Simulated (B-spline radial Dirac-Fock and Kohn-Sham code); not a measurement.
**Kr 2p3/2: cross section and angular parameters**

System: the free krypton atom, configuration [Ar] 3d10 4s2 4p6; threshold 1678.4 eV (tabulated edge). Model: Dirac-Hartree-Slater photoionisation with a Latter tail; cross sections with all multipoles, angular parameters from the dipole term and its interference with E2. Program: a B-spline atomic structure program.

For linearly polarised light dσ/dΩ = σ/(4π) [1 + β P₂(cos θ) + (δ + γ cos²θ) sin θ cos φ], with θ from the polarisation vector and φ the angle between the beam and the projection of the electron momentum on the plane normal to the polarisation.

```tsv
hν (eV)	σ (kb)	β	γ	δ
2370	152	1.427	0.044	0.022
3600	47.5	1.459	0.546	0.041
3780	41.2	1.451	0.602	0.044
3820	39.9	1.449	0.614	0.044
4000	?	?	?	?
5160	16.4	1.370	0.941	0.064
6040	10.1	1.314	1.102	0.077
6060	10.0	1.313	1.106	0.077
9010	2.85	1.141	1.468	0.125
9251.7	2.62	1.128	1.490	0.129
10400	1.79	1.070	1.583	0.148
12000	1.12	0.998	1.690	0.174
15000	0.528	0.881	1.835	0.223
```

Problem. Give the values at 4000 eV.

Solution. σ = 34.9 kb, β = 1.439, γ = 0.666, δ = 0.047.

Values without a named source are computed, but for edge energies of neutral atoms, which are taken from tables.
